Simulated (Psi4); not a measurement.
BrSn (SMILES [Br][Sn]), doublet, geometry from GFN2-xTB (such geometries of metal compounds can be far from the true shape) (the spin is typed, not shown lowest) (all electrons, no relativity); B3LYP5/STO-3G in Psi4 1.11.

The Psi4 input:
```
memory 2 GB

molecule mol {
0 2
Sn   -0.000000   -0.000000   -1.039530
Br    0.000000    0.000000    1.485043
}

set {
  basis sto-3g
  reference uks
  scf_type pk
  puream true
  d_convergence 1e-8
  dft_radial_points 99
  dft_spherical_points 590
}

energy('b3lyp5')
print_variables()
```

The log (banner, timings and long lists left out):

```
   => Loading Basis Set <=

    Name: STO-3G
    Role: ORBITAL
    Keyword: BASIS

         ---------------------------------------------------------
                                   SCF
               by Justin Turney, Rob Parrish, Andy Simmonett
                          and Daniel G. A. Smith
                              UKS Reference
         ---------------------------------------------------------

  ==> Geometry <==

    Molecular point group: c2v
    Full point group: C_inf_v

    Geometry (in Angstrom), charge = 0, multiplicity = 2:

       Center              X                  Y                   Z               Mass
    ------------   -----------------  -----------------  -----------------  -----------------
         SN           0.000000000000     0.000000000000    -1.002085121997   119.902201630000
         BR           0.000000000000     0.000000000000     1.522487878003    78.918337600000

  Running in c2v symmetry.

  Rotational constants: A = ************  B =      0.05557  C =      0.05557 [cm^-1]
  Rotational constants: A = ************  B =   1666.08630  C =   1666.08630 [MHz]
  Nuclear repulsion =  366.818514922127520

  Charge       = 0
  Multiplicity = 2
  Electrons    = 85
  Nalpha       = 43
  Nbeta        = 42

  ==> Algorithm <==

  SCF Algorithm Type is PK.
  DIIS enabled.
  MOM disabled.
  Fractional occupation disabled.
  Guess Type is SAD.
  Energy threshold   = 1.00e-06
  Density threshold  = 1.00e-08
  Integral threshold = 1.00e-12

  ==> Primary Basis <==

  Basis Set: STO-3G
    Blend: STO-3G
    Number of shells: 19
    Number of basis functions: 45
    Number of Cartesian functions: 48
    Spherical Harmonics?: true
    Max angular momentum: 2

  ==> DFT Potential <==

   => LibXC <=

    Version 7.1.2
    S. Lehtola, C. Steigemann, M. J. T. Oliveira, and M. A. L. Marques,  SoftwareX 7, 1–5 (2018) (10.1016/j.softx.2017.11.002)

   => Composite Functional: B3LYP5 <=

    B3LYP5 Hyb-GGA Exchange-Correlation Functional

    P. J. Stephens, F. J. Devlin, C. F. Chabalowski, and M. J. Frisch,  J. Phys. Chem. 98, 11623 (1994) (10.1021/j100096a001)

    Deriv               =              1
    GGA                 =           TRUE
    Meta                =          FALSE

    Exchange Hybrid     =           TRUE
    MP2 Hybrid          =          FALSE

   => Exchange Functionals <=

    0.0800   Slater exchange
    0.7200         Becke 88

   => Exact (HF) Exchange <=

    0.2000               HF

   => Correlation Functionals <=

    0.1900   Vosko, Wilk & Nusair (VWN5)
    0.8100   Lee, Yang & Parr

   => LibXC Density Thresholds  <==

    XC_HYB_GGA_XC_B3LYP5:  1.00E-15

   => Molecular Quadrature <=

    Radial Scheme          =       TREUTLER
    Pruning Scheme         =           NONE
    Nuclear Scheme         =       TREUTLER

    Blocking Scheme        =         OCTREE
    BS radius alpha        =              1
    Pruning alpha          =              1
    Radial Points          =             99
    Spherical Points       =            590
    Total Points           =          97443
    Total Blocks           =            794
    Max Points             =            255
    Max Functions          =             40
    Weights Tolerance      =       1.00E-15

  ==> Integral Setup <==

  Using in-core PK algorithm.
   Calculation information:
      Number of atoms:                   2
      Number of AO shells:              19
      Number of primitives:             57
      Number of atomic orbitals:        48
      Number of basis functions:        45

      Integral cutoff                 1.00e-12
      Number of threads:                 1

  Performing in-core PK
  Using 1072260 doubles for integral storage.
  We computed 11605 shell quartets total.
  Whereas there are 18145 unique shell quartets.

  ==> DiskJK: Disk-Based J/K Matrices <==

    J tasked:                  Yes
    K tasked:                  Yes
    wK tasked:                  No
    Schwarz Cutoff:          1E-12

[...]

   -------------------------
    Irrep   Nso     Nmo
   -------------------------
     A1        22      22
     A2         3       3
     B1        10      10
     B2        10      10
   -------------------------
    Total      45      45
   -------------------------

  ==> Iterations <==

                        Total Energy        Delta E     RMS |[F,P]|

   @UKS iter SAD: -8507.82028822689063   -8.50782e+03   0.00000e+00
   @UKS iter   1: -8510.89991222755998   -3.07962e+00   1.10208e-02 ADIIS/DIIS
   @UKS iter   2: -8510.92400759025986   -2.40954e-02   4.06905e-03 ADIIS/DIIS
   @UKS iter   3: -8510.93197022033746   -7.96263e-03   3.64562e-03 ADIIS/DIIS
   @UKS iter   4: -8510.94502190374260   -1.30517e-02   1.02211e-04 ADIIS/DIIS
   @UKS iter   5: -8510.94503655327753   -1.46495e-05   1.17982e-05 DIIS
   @UKS iter   6: -8510.94503686973258   -3.16455e-07   4.00956e-06 DIIS
   @UKS iter   7: -8510.94503690051170   -3.07791e-08   8.97341e-07 DIIS
   @UKS iter   8: -8510.94503690162674   -1.11504e-09   9.21442e-08 DIIS
   @UKS iter   9: -8510.94503690163765   -1.09139e-11   1.66962e-08 DIIS
   @UKS iter  10: -8510.94503690163947   -1.81899e-12   9.35746e-10 DIIS
  Energy and wave function converged.

  ==> Post-Iterations <==

   Electrons on quadrature grid:
      Nalpha   =   42.9999988186 ; deviation = -1.181e-06
      Nbeta    =   41.9999988210 ; deviation = -1.179e-06
      Ntotal   =   84.9999976396 ; deviation = -2.360e-06

   @Spin Contamination Metric:   1.278423741E-03
   @S^2 Expected:                7.500000000E-01
   @S^2 Observed:                7.512784237E-01
   @S   Expected:                5.000000000E-01
   @S   Observed:                5.000000000E-01

    Orbital Energies [Eh]
    ---------------------

    Alpha Occupied:

[...]
      10B2    -0.041762

    Alpha Virtual:

[...]
    Beta Occupied:

[...]
    Beta Virtual:

[...]
    Final Occupation by Irrep:
             A1    A2    B1    B2
    DOCC [    21,    3,    9,    9 ]
    SOCC [     0,    0,    0,    1 ]
    NA   [    21,    3,    9,   10 ]
    NB   [    21,    3,    9,    9 ]

  @UKS Final Energy: -8510.94503690163947

   => Energetics <=

    Nuclear Repulsion Energy =            366.8185149221275196
    One-Electron Energy =              -12546.8546618126074463
    Two-Electron Energy =                3872.2797953042932022
    DFT Exchange-Correlation Energy =    -203.1886853154535117
    Empirical Dispersion Energy =           0.0000000000000000
    VV10 Nonlocal Energy =                  0.0000000000000000
    Total Energy =                      -8510.9450369016394689

  UHF NO Occupations:
  HONO-2 :   21 A1 1.9997084
  HONO-1 :    9 B1 1.9996523
  HONO-0 :   10 B2 1.0000000
  LUNO+0 :   10 B1 0.0003477
  LUNO+1 :   22 A1 0.0002916

Computation Completed

Properties will be evaluated at   0.000000,   0.000000,   0.000000 [a0]

Properties computed using the SCF density matrix

 Multipole Moments:

 ------------------------------------------------------------------------------------
     Multipole            Electronic (a.u.)      Nuclear  (a.u.)        Total (a.u.)
 ------------------------------------------------------------------------------------

 L = 1.  Multiply by 2.5417464519 to convert [e a0] to [Debye]
 Dipole X            :          0.0000000            0.0000000            0.0000000
 Dipole Y            :          0.0000000            0.0000000            0.0000000
 Dipole Z            :         -6.7325549            6.0146574           -0.7178975
 Magnitude           :                                                    0.7178975

 ------------------------------------------------------------------------------------

  Variable Map:
  ----------------------------------------------------------------------------
[...]
  Array Variable Map:
  ----------------------------------------------------------------------------
[...]
[...]
```
